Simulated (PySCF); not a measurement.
Si(OH)3(SiH3) (H6O3Si2), SMILES [Si]([SiH3])(O)(O)O. Coordinates come from a PBE-D3(BJ)/def2-SVP optimisation. The values are those of a single conformer.

These are PBE-D3(BJ)/def2-SVP run with PySCF 2.14.0 values and carry that method's errors.

Harmonic wavenumbers (cm⁻¹): 84, 84, 123, 149, 149, 221, 281, 299, 299, 462, 494, 494, 766, 766, 767, 781, 861, 895, 895, 937, 937, 2139, 2151, 2151, 3768, 3768, 3768. Rotational constants (GHz): 3.660, 2.033, 2.033; symmetry number 3.

Work out the zero-point energy and the ideal-gas rigid-rotor harmonic-oscillator thermochemistry at 298.15 K and 1 atm.

ZPE = ½ Σ hcν = ½ × 28490 cm⁻¹ = 170.41 kJ/mol. H − E(el) = 197.80 kJ/mol. Entropy in J/(mol K): translation 167.39, rotation 105.74, vibration 109.05, total 382.18. G − E(el) = 83.86 kJ/mol. Cp = 140.72 J/(mol K). Modes under 150 cm⁻¹ make the vibrational entropy uncertain.
